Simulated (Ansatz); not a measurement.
# Which method gave which barrier?

Saddle point of AlH2BrO, closed shell (AlH₂BrO ([OH][AlH][Br]) → AlHO ([OH][Al]) + HBr; bonds formed: Br2–H3; bonds broken: Al1–Br2, Al1–H3), PBE0-D4/def2-TZVP structure:

Al1  (0.548, 0.460, 0.566)
Br2  (0.652, -1.476, -1.398)
H3  (1.669, -0.518, -0.239)
O4  (-1.053, 0.933, 0.771)
H5  (-1.816, 0.600, 0.299)
(Å)

Computed with Ansatz 0.2.0 (basis: def2-TZVPP, with def2-QZVPP for the basis limit); correlated methods freeze the cores. Filled d shells of the heavier atoms are correlated. The def2 sets are not built for correlating such inner shells, so the correlated values are less sure here. Extrapolation: Hartree–Fock as exp(−7.88 √X), correlation as X^−2.97. Four methods, as single points on the PBE0-D4 structures, gave these electronic barriers from the start structure: 2.451, 2.782, 3.005, 3.671 eV.

(1) The methods were, in alphabetical order, CCSD(T), HF, PBE-D4, r2SCAN-D4. Which gave which? (Judge from chemistry; the calculation decides.)

T1 diagnostic: at most 0.013. The restricted Hartree–Fock reference is unstable towards an unrestricted one at one or more of these structures.

## Answers

(1) Computed: PBE-D4 2.451; r2SCAN-D4 2.782; CCSD(T) 3.005; HF 3.671 eV. For comparison, CCSD(T) at an estimated basis limit (MP2 extrapolated from triple and quadruple zeta, plus CCSD(T) − MP2 in triple zeta) gives 2.996 eV.

Labels in which every atom is bracketed show which atoms are joined, not bond orders.

For scale, one of the runs: CCSD(T)/def2-TZVPP, 149 basis functions (an equivalent command: `ansatz run in.yaml --threads 2`). The run took 21 s on 2 CPU threads (shared host), with 0.95 GiB of host memory at its peak.
